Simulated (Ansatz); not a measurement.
Geometry optimisation, RKS PBE0/def2-SVP (Ansatz).

Input file:

```yaml
crystal:
  periodic: [false, false, false]
  atoms:
    - { symbol: Si, position_ang: [-0.711883, -0.964433, -0.333984] }
    - { symbol: F, position_ang: [0.923084, -1.10851, -0.392226] }
    - { symbol: F, position_ang: [-1.299247, -2.434476, -0.563097] }
    - { symbol: F, position_ang: [-1.119036, -0.520251, 1.146552] }
    - { symbol: H, position_ang: [-1.219501, -0.056359, -1.362715] }
    - { symbol: H, position_ang: [1.699718, 0.906245, -0.060071] }
    - { symbol: Se, position_ang: [0.972379, 2.20621, 0.064098] }
    - { symbol: H, position_ang: [0.754486, 1.971574, 1.501543] }
basis:
  gaussian: { orbitals: def2-SVP }
hamiltonian:
  xc: pbe0
relax:
  f_tol: 0.03
  max_steps: 50
```

Launched with:

```bash
$ ansatz run input.yaml --threads 2 --pin off --max-ram 3072MiB --backend cpu --events-out ev --progress --plain --runs-dir out
```

Where does it end, and by what steps?

It converged. The force dipped under the threshold on the way, but the program's further checks kept it going. After 9 steps the energy has fallen by 0.061 eV; H6 moved furthest, 0.48 Å.

```tsv
step	energy less start (eV)	largest force component (eV/Å)	accepted
0	0.0000	1.148	yes
1	-0.0384	0.784	yes
2	-0.0422	0.353	yes
3	-0.0524	0.071	yes
4	-0.0537	0.027	yes
5	-0.0560	0.245	yes
6	-0.0589	0.094	yes
7	-0.0606	0.017	yes
8	-0.0612	0.053	yes
9	-0.0614	0.024	yes
```

```xyz
8
Properties=species:S:1:pos:R:3
Si -0.735 -1.009 -0.352
F 0.841 -1.252 -0.514
F -1.439 -2.443 -0.478
F -1.005 -0.489 1.139
H -1.267 -0.100 -1.367
H 2.043 1.210 0.074
Se 1.001 2.247 0.078
H 0.560 1.837 1.420
```

The run took 15 s on 2 threads of Intel(R) Xeon(R) 6975P-C (Granite Rapids), on a shared host, peak memory 0.27 GiB.
